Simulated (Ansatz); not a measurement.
BH2O2Se (`OB(O)[Se]`) radical, relaxed with UKS PBE-D4/def2-SVP in the Gaussian-basis code of Ansatz from a rough embedded geometry. The force threshold is 0.03 eV/Å; the program also tests the step.

Total charge 0; spin multiplicity 2.

Start:

```xyz
6

O    -0.514   -0.792    0.942
B    -0.130    0.151   -0.059
O     1.156    0.006   -0.670
Se   -1.260    1.633   -0.585
H    -0.263   -0.397    1.830
H     1.012   -0.602   -1.457
```

**Question.** How much energy does the relaxation release, and in how many steps? (Best estimate.)

**Answer.** Ansatz gave: 0.76 eV, in 7 steps.

**Question.** Which bonds change most? (An estimate is asked.)

**Answer.** The calculation gave: B2–O3 from 1.431 to 1.364 Å; O1–B2 from 1.428 to 1.375 Å; B2–Se4 from 1.936 to 1.976 Å; O1–H5 from 1.003 to 0.972 Å.

**Question.** Give the relaxed structure. (Estimate.)

**Answer.** Ansatz gave: 
```xyz
6

O    -0.063   -0.674    0.935
B    -0.068    0.195   -0.130
O     0.775   -0.017   -1.182
Se   -1.258    1.769   -0.220
H    -0.697   -0.454    1.639
H     1.311   -0.820   -1.041
```
